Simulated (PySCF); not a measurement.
Species: C₇H₁₀N (doublet state).
Geometry (GFN2-xTB, Å), atoms numbered from 1 in this order:
```xyz
18
C7H10N angstrom
C     -2.395   -0.876   -0.532
C     -1.043   -0.333   -0.226
C      0.096   -1.011   -0.117
C      1.268   -0.141    0.125
N      2.264   -0.606    1.030
C      1.567    0.888   -0.878
C      0.661    1.307    0.192
C     -0.837    1.142   -0.004
H     -3.092   -0.621    0.266
H     -2.360   -1.957   -0.639
H     -2.777   -0.444   -1.456
H      0.208   -2.079   -0.200
H      3.179   -0.219    0.834
H      2.309   -1.617    1.062
H      2.548    1.319   -1.005
H      0.974    2.052    0.917
H     -1.187    1.720   -0.863
H     -1.391    1.483    0.875
```

The hyperfine couplings belong to this conformer and change with its torsions.

Identity: `CC1=C[C@@]2(N)[CH][C@H]2C1` [radical].

Method used: UKS B3LYP, pcH-1 on C H N, non-relativistic, mean-field spin-orbit, GIAO (PySCF). The structure is a single GFN2-xTB conformer in the gas phase; no vibrational or solvent corrections. A GFN2-xTB geometry isn't a minimum of the functional, and hyperfine couplings can be far from their values at a DFT geometry. No stability test was run, so a lower SCF solution isn't excluded.

Principal values of hyperfine tensors in MHz (contact and dipolar terms together), for some of the nuclei:

```tsv
atom	isotope	A1	A2	A3
C6	13C	204.27	205.14	394.70
C8	13C	30.91	31.86	42.81
C3	13C	19.19	20.34	28.57
H16	1H	14.08	19.69	31.78
C7	13C	-25.73	-21.42	6.01
H15	1H	-39.99	-14.78	21.40
H14	1H	-12.44	-9.10	-0.34
H12	1H	2.51	2.96	9.61
```

Q: Split each tensor into its isotropic and traceless parts, and turn a_iso into mT with g = 2.0028.

A: a_iso is a third of the trace, T = A − a_iso, and a(mT) = a(MHz)/(g × 13.996).

```
atom  a_iso (MHz)  a_iso (mT)      T1      T2      T3
  C6       268.03       9.562  -63.77  -62.90  126.66
  C8        35.20       1.256   -4.28   -3.33    7.62
  C3        22.70       0.810   -3.51   -2.36    5.87
 H16        21.85       0.780   -7.77   -2.16    9.93
  C7       -13.71      -0.489  -12.02   -7.71   19.72
 H15       -11.13      -0.397  -28.87   -3.66   32.53
 H14        -7.29      -0.260   -5.15   -1.81    6.95
 H12         5.03       0.179   -2.52   -2.07    4.58
```

Q: What spin density at the nucleus of C8 lies behind its contact coupling (g_N = 1.40482)?

A: a_FC = (2μ0/3) gₑ μB g_N μN ρ(0)/(2S·h) = 800.24 MHz × g_N × ρ(0)/(2S), with ρ in bohr⁻³. With a_FC = 35.20 MHz and 2S = 1, ρ(0) = 0.03131 bohr⁻³.

Q: C4 (13C, g_N = 1.40482) isn't in the table. Its spin density at the nucleus is -0.01231 bohr⁻³. What is its contact coupling?

A: By the same relation, a_FC = -13.84 MHz. Its full tensor has the principal values -22.13, -18.74, -0.64 MHz.

Q: Name the largest traceless tensor T of the table and describe it.

A: C6: -63.8, -62.9, 126.7 MHz, axial, in the ratio −1:−1:+2, the form that spin in one p orbital centred on that nucleus gives.

Q: In a single crystal, with the field along each principal axis of the tensor of C8 in turn, what first-order splitting does this nucleus give (isotropic g, quadrupole terms neglected)?

A: 2 lines (I = 1/2), spaced by |A_i|/(g × 13.996): 1.10, 1.14, 1.53 mT along the axes of A1, A2 and A3.
